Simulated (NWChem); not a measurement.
C2H5BO2; SMILES CB(O)C=O

```xyz
10

C     -0.6831    -1.8711     0.0019
B      0.0588    -0.4977     0.0012
O      1.3958    -0.3823     0.0004
C     -0.6726     0.9562     0.0010
O      0.0375     1.9423    -0.0015
H     -1.3441    -1.9506    -0.8788
H     -1.3498    -1.9469     0.8788
H      0.0020    -2.7302     0.0059
H      1.6103     0.5701    -0.0005
H     -1.7867     1.0871     0.0033
```
Atoms are numbered in this order, from 1.

All runs use the structure optimised with PBE0/def2-SVP.

Problem. Give the principal values of the shielding tensors (ppm) of C1, B2, O3, C4, O5 from B3LYP/6-31G* (spherical d), GIAO (NWChem), with their diamagnetic and paramagnetic parts as GIAO splits them.

Solution. 
```csv
atom,σ11,σ22,σ33,isotropic,diamagnetic,paramagnetic
C1,176.2,194.3,194.5,188.3,251.1,-62.7
B2,28.8,102.5,111.3,80.9,196.8,-115.9
O3,7.1,148.1,352.5,169.3,390.2,-220.9
C4,-134.6,-57.1,110.3,-27.1,251.8,-278.9
O5,-1223.7,-449.2,430.0,-414.3,397.0,-811.3
```
